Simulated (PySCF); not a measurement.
CS (SMILES [C-]#[S+]), singlet, geometry from GFN2-xTB; HF/6-31G* in PySCF.

Here is a job for PySCF.
```python
from pyscf import gto, scf

mol = gto.Mole()
mol.atom = '''
    C    -0.00000000   -0.00000000   -1.10635751
    S     0.00000000    0.00000000    0.41488407
'''
mol.basis = '6-31g*'
mol.verbose = 4
mol.build()

mf = scf.RHF(mol)
mf.kernel()
```

Write the output that PySCF gives for this input, abridged.


```
PySCF version 2.14.0

[INPUT] verbose = 4
[INPUT] num. atoms = 2
[INPUT] num. electrons = 22
[INPUT] charge = 0
[INPUT] spin (= nelec alpha-beta = 2S) = 0
[INPUT] symmetry False subgroup None
[INPUT] Mole.unit = angstrom
[INPUT] Symbol           X                Y                Z      unit          X                Y                Z       unit  Magmom
[INPUT]  1 C      0.000000000000   0.000000000000  -1.106357510000 AA    0.000000000000   0.000000000000  -2.090712689756 Bohr   0.0
[INPUT]  2 S      0.000000000000   0.000000000000   0.414884070000 AA    0.000000000000   0.000000000000   0.784017265745 Bohr   0.0

nuclear repulsion = 33.3944410382998
number of shells = 14
number of NR pGTOs = 78
number of NR cGTOs = 32
basis = 6-31g*
ecp = {}

******** <class 'pyscf.scf.hf.RHF'> ********
method = RHF
initial guess = minao
damping factor = 0
level_shift factor = 0
DIIS = <class 'pyscf.scf.diis.CDIIS'>
diis_start_cycle = 1
diis_space = 8
diis_damp = 0
SCF conv_tol = 1e-09
SCF conv_tol_grad = None
SCF max_cycles = 50
direct_scf = True
direct_scf_tol = 1e-13
Set gradient conv threshold to 3.16228e-05
Initial guess from minao.
init E= -435.372828806335
  HOMO = -0.276552853055705  LUMO = -0.00346081879995852  gap/eV = 7.43121
cycle= 1 E= -435.273132893574  delta_E= 0.0997  |g|= 0.287  |ddm|= 1.67
  HOMO = -0.479414334657281  LUMO = 0.0353275061286669  gap/eV = 14.00684
cycle= 2 E= -435.286867713228  delta_E= -0.0137  |g|= 0.225  |ddm|= 0.528
  HOMO = -0.459567218014189  LUMO = 0.0711767056214214  gap/eV = 14.44228
cycle= 3 E= -435.301968488394  delta_E= -0.0151  |g|= 0.036  |ddm|= 0.22
  HOMO = -0.460204943194654  LUMO = 0.077236396454829  gap/eV = 14.62452
cycle= 4 E= -435.302675731521  delta_E= -0.000707  |g|= 0.01  |ddm|= 0.0864
  HOMO = -0.463344592487544  LUMO = 0.0752587002023078  gap/eV = 14.65614
cycle= 5 E= -435.30276078043  delta_E= -8.5e-05  |g|= 0.00375  |ddm|= 0.0313
  HOMO = -0.463094019809843  LUMO = 0.0750816872101366  gap/eV = 14.64451
cycle= 6 E= -435.302771634353  delta_E= -1.09e-05  |g|= 0.000887  |ddm|= 0.013
  HOMO = -0.463019787293926  LUMO = 0.0751346150725686  gap/eV = 14.64393
cycle= 7 E= -435.302772212191  delta_E= -5.78e-07  |g|= 8.46e-05  |ddm|= 0.00331
  HOMO = -0.463021208206522  LUMO = 0.0751130293677283  gap/eV = 14.64338
cycle= 8 E= -435.302772215862  delta_E= -3.67e-09  |g|= 6.43e-06  |ddm|= 0.000257
  HOMO = -0.463021775617547  LUMO = 0.0751151076388762  gap/eV = 14.64345
cycle= 9 E= -435.302772215885  delta_E= -2.27e-11  |g|= 1.35e-06  |ddm|= 1.68e-05
  HOMO = -0.463021717790632  LUMO = 0.0751148814380863  gap/eV = 14.64344
Extra cycle  E= -435.302772215886  delta_E= -5.68e-13  |g|= 6.68e-07  |ddm|= 2.8e-06
converged SCF energy = -435.302772215886
```
